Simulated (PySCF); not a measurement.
## Electron correlation in B³⁺ (boron, charge +3)

1s2, closed-shell 1S. All numbers are calculated (PySCF 2.14, the spin-free X2C one-electron Hamiltonian (Gaussian nucleus), in x2c-TZVPPall with one added diffuse shell each of s, p, d type (6s4p3d1f, 40 functions)). Frozen: nothing; 2 electrons correlated.

With two correlated electrons CCSD is exact within the correlated space (frozen core and kept virtual orbitals).

```json
{"level": "CCSD", "correlation energy (mhartree)": "-14.94"}
```

Diagnostics: T1 = 0.00046, D1 = 0.0007, largest double amplitude 0.015.

Task: Is a single reference adequate?

Result: Yes: T1 lies below 0.03 and no double amplitude reaches 0.07.

This basis was not built for core-valence correlation, so the inner-shell part is incomplete.
